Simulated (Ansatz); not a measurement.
Basis sets compared for In(OH)3 (InO3H3). Total charge 0; singlet. Geometry r2SCAN-D4/def2-SVP. Ansatz on 2 threads of Arm Neoverse V2 on a shared host; times are rough, and most runs start from earlier orbitals.

Cartesian coordinates in Å:
```
In 0.000 0.000 0.000
O -0.125 1.769 -0.920
H -0.655 2.382 -0.390
O 1.032 -1.490 -0.837
H 1.409 -1.201 -1.680
O -0.907 -0.278 1.757
H -0.754 -1.181 2.071
```

In the def2 sets In takes a core potential; there is no spin–orbit coupling.

Binding counts from free atoms (In doublet, O triplet, H doublet) in the same basis, without a counterpoise term.

```
              level  functions  energy (Eh)  HOMO (eV)  LUMO (eV)  binding per atom (eV)  wall time
    PBE-D4/def2-SVP         83    -417.2260      -6.53      -2.67                   3.40      0.8 s
   PBE-D4/def2-TZVP        161    -417.5345      -6.96      -2.97                   3.46      1.8 s
r2SCAN-D4/def2-TZVP        161    -417.7246      -7.34      -2.73                   3.37      3.1 s
   PBE0-D4/def2-SVP         83    -417.2156      -8.32      -1.79                   3.23      1.2 s
  PBE0-D4/def2-TZVP        161    -417.5204      -8.67      -2.06                   3.29      2.5 s
```

**Question.** Estimate the rows for PBE-D4/def2-TZVPD, r2SCAN-D4/def2-TZVPD, PBE0-D4/def2-TZVPD.

**Answer.** 
```tsv
level	functions	energy (Eh)	HOMO (eV)	LUMO (eV)	binding per atom (eV)	wall time
PBE-D4/def2-TZVPD	203	-417.5403	-7.09	-3.13	3.47	2.8 s
r2SCAN-D4/def2-TZVPD	203	-417.7291	-7.43	-2.85	3.38	4.7 s
PBE0-D4/def2-TZVPD	203	-417.5252	-8.77	-2.24	3.31	3.5 s
```
